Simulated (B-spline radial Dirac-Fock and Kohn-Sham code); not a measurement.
**Pt⁵⁴⁺: scattering cross sections and density moments**

System: Pt⁵⁴⁺ in the configuration 1s2 2s2 2p6 3s2 3p6 3d6.

Level of theory: Dirac-Fock densities; an atomic code on a B-spline grid.

| Item | Value |
| --- | --- |
| Sum of ⟨r⟩ | 2.951 bohr |
| Sum of ⟨r²⟩ | 0.5163 bohr² |
| Sum of ⟨1/r⟩ | 466.55 per bohr |
| Langevin diamagnetic susceptibility | -0.409 × 10⁻⁶ cm³/mol |
| Lamb shielding (α²/3)Σ⟨1/r⟩ | 8281 ppm |

Coherent scattering is the Thomson cross section weighted by f₀², without anomalous dispersion; incoherent scattering is Klein-Nishina weighted by S. The Lamb formula is the non-relativistic shielding expression. Electron correlation is left out. A dash stands where the photon energy is too low for the impulse approximation behind that column.

```csv
hν (keV),coherent (b),incoherent (b),incoherent per electron (b)
2,381.6,–,–
8.0478,359.0,–,–
10,346.9,–,–
17.4793,288.5,–,–
30,191.9,3.631,0.151
50,104.7,5.751,0.240
100,39.45,7.769,0.324
500,2.385,6.510,0.271
```

Incoherent scattering overtakes coherent scattering between 100 and 500 keV.

Values without a named source are computed, but for edge energies of neutral atoms, which are taken from tables.
